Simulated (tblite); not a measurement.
Compound: C5H14BGeN.
Atom-mapped SMILES: `[BH3-:1][N@+:2]1([CH3:3])[CH2:4][CH2:5][C:6](=[CH2:7])[GeH2:8]1` (hydrogens: H9, H10, H11 on B1; H12, H13, H14 on C3; H15, H16 on C4; H17, H18 on C5; H19, H20 on C7; H21, H22 on Ge8)
Bond orders are those of one Lewis drawing.

Computed with GFN2-xTB (tblite), gas phase: L-BFGS steps from a force-field or distance-geometry start until the largest atomic force falls under 0.01 eV/Å.

Step 25: E = -650.0696 eV
```
atom  x, y, z in Å  |  force x, y, z in eV/Å
B1     -2.0998   -0.2555    1.1703   -0.292  -0.038   0.253
N2     -0.9188    0.0587    0.0984    0.065   0.063  -0.081
C3     -1.4585    0.5818   -1.1581    0.011   0.041  -0.062
C4     -0.1702   -1.1724   -0.1449    0.002  -0.032   0.046
C5      1.1653   -0.8834   -0.8260   -0.054  -0.057  -0.065
C6      1.8286    0.2354   -0.0687    0.018  -0.131  -0.033
C7      3.1438    0.3176    0.0345    0.072   0.010   0.030
Ge8     0.4099    1.2678    0.8412   -0.025  -0.088  -0.030
H9     -1.6220   -0.1004    2.2709    0.062  -0.116  -0.097
H10    -2.4758   -1.3776    1.0015   -0.006   0.043  -0.041
H11    -2.9785    0.5341    0.9871    0.049   0.038   0.048
H12    -0.7696    1.2836   -1.6433    0.062  -0.064  -0.050
H13    -2.3909    1.1046   -0.9507    0.070   0.015  -0.030
H14    -1.6671   -0.2338   -1.8532   -0.070   0.050   0.058
H15     0.0161   -1.6382    0.8230    0.055   0.018   0.131
H16    -0.7851   -1.8700   -0.7191    0.014   0.030  -0.037
H17     1.7858   -1.7833   -0.8324   -0.011   0.063   0.003
H18     1.0135   -0.5854   -1.8671   -0.064   0.041  -0.016
H19     3.7739   -0.4117   -0.4533    0.084   0.043  -0.005
H20     3.6474    1.0882    0.5892   -0.023   0.107   0.035
H21     0.5023    1.2004    2.3419   -0.068   0.044  -0.076
H22     0.0394    2.6591    0.3577    0.048  -0.077   0.019
```

Step 26: E = -650.0799 eV
```
atom  x, y, z in Å  |  force x, y, z in eV/Å
B1     -2.0961   -0.2632    1.1691   -0.257  -0.031   0.238
N2     -0.9203    0.0615    0.0925    0.067  -0.012  -0.005
C3     -1.4622    0.5885   -1.1597    0.028   0.035   0.004
C4     -0.1785   -1.1722   -0.1500    0.120  -0.084   0.020
C5      1.1692   -0.8949   -0.8142    0.029   0.020  -0.057
C6      1.8274    0.2367   -0.0689    0.015  -0.075   0.043
C7      3.1428    0.3296    0.0329    0.066  -0.025   0.030
Ge8     0.4056    1.2694    0.8394   -0.020  -0.056  -0.093
H9     -1.6023   -0.1470    2.2684    0.053  -0.100  -0.117
H10    -2.4872   -1.3755    0.9745   -0.026   0.040  -0.043
H11    -2.9623    0.5441    1.0136    0.033   0.053   0.048
H12    -0.7605    1.2663   -1.6564    0.097  -0.049  -0.098
H13    -2.3706    1.1422   -0.9364   -0.009   0.037  -0.042
H14    -1.7076   -0.2257   -1.8431   -0.069   0.044   0.047
H15    -0.0057   -1.6465    0.8141    0.062   0.013   0.202
H16    -0.7894   -1.8658   -0.7319   -0.009   0.038  -0.072
H17     1.8031   -1.7869   -0.7994   -0.111   0.053  -0.002
H18     1.0322   -0.6092   -1.8600   -0.063   0.033  -0.052
H19     3.7711   -0.4083   -0.4439    0.107   0.047  -0.025
H20     3.6539    1.1067    0.5751   -0.100   0.074   0.010
H21     0.5022    1.2136    2.3404   -0.080   0.038  -0.078
H22     0.0247    2.6559    0.3428    0.066  -0.094   0.042
```

Step 27: E = -650.0909 eV
```
atom  x, y, z in Å  |  force x, y, z in eV/Å
B1     -2.0959   -0.2723    1.1714   -0.134  -0.016   0.136
N2     -0.9208    0.0638    0.0855    0.024  -0.100   0.091
C3     -1.4661    0.5967   -1.1618    0.046   0.017   0.078
C4     -0.1855   -1.1741   -0.1549    0.186  -0.098   0.008
C5      1.1736   -0.9071   -0.8020    0.092   0.104  -0.022
C6      1.8264    0.2366   -0.0678    0.028   0.001   0.108
C7      3.1423    0.3427    0.0319    0.035  -0.062   0.024
Ge8     0.4002    1.2696    0.8360    0.003  -0.025  -0.137
H9     -1.5788   -0.2006    2.2626    0.035  -0.077  -0.105
H10    -2.5000   -1.3718    0.9436   -0.067   0.027  -0.037
H11    -2.9431    0.5561    1.0440    0.000   0.072   0.058
H12    -0.7484    1.2458   -1.6727    0.097  -0.054  -0.132
H13    -2.3473    1.1848   -0.9216   -0.044   0.045  -0.060
H14    -1.7537   -0.2153   -1.8307   -0.062   0.053   0.043
H15    -0.0287   -1.6548    0.8087    0.065   0.017   0.208
H16    -0.7944   -1.8611   -0.7462   -0.007   0.044  -0.083
H17     1.8197   -1.7895   -0.7639   -0.179   0.005  -0.021
H18     1.0506   -0.6338   -1.8521   -0.056   0.023  -0.084
H19     3.7698   -0.4032   -0.4337    0.129   0.060  -0.041
H20     3.6583    1.1291    0.5597   -0.175   0.027  -0.013
H21     0.5008    1.2280    2.3372   -0.093   0.031  -0.080
H22     0.0106    2.6499    0.3259    0.080  -0.094   0.060
```

Step 28: E = -650.1032 eV
```
atom  x, y, z in Å  |  force x, y, z in eV/Å
B1     -2.0990   -0.2812    1.1766    0.030   0.000  -0.020
N2     -0.9209    0.0639    0.0789   -0.034  -0.154   0.164
C3     -1.4688    0.6051   -1.1642    0.075  -0.016   0.141
C4     -0.1896   -1.1787   -0.1581    0.171  -0.064   0.017
C5      1.1781   -0.9176   -0.7912    0.108   0.163   0.019
C6      1.8266    0.2346   -0.0652    0.043   0.077   0.142
C7      3.1427    0.3550    0.0315   -0.008  -0.089   0.016
Ge8     0.3949    1.2669    0.8309    0.033   0.005  -0.134
H9     -1.5549   -0.2558    2.2534    0.012  -0.049  -0.057
H10    -2.5142   -1.3659    0.9135   -0.124   0.002  -0.028
H11    -2.9240    0.5690    1.0765   -0.033   0.088   0.071
H12    -0.7348    1.2234   -1.6916    0.064  -0.078  -0.132
H13    -2.3227    1.2274   -0.9103   -0.044   0.042  -0.069
H14    -1.7995   -0.2028   -1.8179   -0.049   0.061   0.039
H15    -0.0492   -1.6603    0.8088    0.071   0.020   0.154
H16    -0.8000   -1.8575   -0.7583    0.028   0.043  -0.070
H17     1.8326   -1.7904   -0.7342   -0.199  -0.078  -0.042
H18     1.0634   -0.6548   -1.8441   -0.039   0.020  -0.109
H19     3.7731   -0.3950   -0.4236    0.141   0.068  -0.056
H20     3.6581    1.1528    0.5457   -0.225  -0.015  -0.023
H21     0.4963    1.2411    2.3328   -0.104   0.022  -0.088
H22     0.0013    2.6402    0.3091    0.083  -0.067   0.064
```

Task: Estimate the geometry and energy of step 29. (The exact step hangs on the optimiser's Hessian estimate; all steps are aligned on step 28, rigid shifts and turns removed.)

Result: E = -650.1170 eV, largest force 0.252 eV/Å
```
atom  x, y, z in Å  |  force x, y, z in eV/Å
B1     -2.1043   -0.2890    1.1830    0.176   0.016  -0.180
N2     -0.9215    0.0611    0.0745   -0.070  -0.137   0.186
C3     -1.4692    0.6125   -1.1658    0.090  -0.057   0.163
C4     -0.1905   -1.1851   -0.1588    0.085   0.006   0.039
C5      1.1823   -0.9245   -0.7825    0.071   0.162   0.037
C6      1.8286    0.2313   -0.0609    0.042   0.119   0.126
C7      3.1442    0.3651    0.0319   -0.040  -0.093   0.011
Ge8     0.3910    1.2613    0.8239    0.054   0.034  -0.071
H9     -1.5329   -0.3086    2.2418   -0.011  -0.022   0.010
H10    -2.5308   -1.3583    0.8869   -0.180  -0.021  -0.021
H11    -2.9074    0.5824    1.1099   -0.040   0.087   0.082
H12    -0.7207    1.1997   -1.7126    0.011  -0.116  -0.087
H13    -2.2979    1.2667   -0.9045   -0.012   0.029  -0.058
H14    -1.8414   -0.1889   -1.8054   -0.031   0.055   0.037
H15    -0.0649   -1.6621    0.8149    0.082   0.015   0.050
H16    -0.8052   -1.8555   -0.7665    0.092   0.033  -0.034
H17     1.8402   -1.7909   -0.7141   -0.176  -0.163  -0.059
H18     1.0685   -0.6702   -1.8377   -0.008   0.027  -0.103
H19     3.7832   -0.3829   -0.4145    0.130   0.069  -0.070
H20     3.6519    1.1758    0.5345   -0.234  -0.040  -0.011
H21     0.4878    1.2526    2.3269   -0.106   0.009  -0.095
H22    -0.0015    2.6271    0.2943    0.074  -0.011   0.048
```

The energy changes by -0.0138 eV. The first-order estimate −F·Δx gives -0.0187 eV and the mean of the old and new forces, exact on a quadratic surface, -0.0138 eV. The step makes an angle of 77° with the force vector and moves no atom by more than 0.058 Å.

What follows is the cost of the whole relaxation. The run took 1.2 s wall on Arm Neoverse N1, one thread, on a shared host.
